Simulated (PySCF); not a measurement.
MoH₃, SMILES [MoH3] (connectivity only; charge and spin as stated), neutral, multiplicity 4. Atoms are numbered in the order given.

```xyz
4

Mo     0.0000     0.0000     0.0000
H      1.7114     0.0000     0.0000
H     -0.8557     1.4821     0.0000
H     -0.8557    -1.4821     0.0000
```
Charge 0, spin multiplicity 4.

Geometry: B3LYP-D3(BJ)/def2-TZVPD. A frequency run showed that this geometry is not a minimum. The multiplicity is an assumed one; other spin states were not compared. The def2 effective core potentials stand for the cores of Mo; spin–orbit coupling is left out.

Level of theory: PySCF with ωB97X/def2-TZVPD.

Mulliken values depend strongly on the basis, most of all with diffuse functions as here. ESP charges are fitted to the potential on shells at 1.4 to 2.0 van der Waals radii. Atomic charges (e):

```
atom  ESP fit  Mulliken  Mulliken spin
----  -------  --------  -------------
Mo1         ?      0.14           3.23
H2          ?     -0.05          -0.08
H3          ?     -0.05          -0.08
H4          ?     -0.05          -0.08
```

Some entries are withheld; supply them. (The exact figures need the calculation; the answer reports its results.)


- Mo1, ESP fit: 0.54
- H2, ESP fit: -0.18
- H3, ESP fit: -0.18
- H4, ESP fit: -0.18
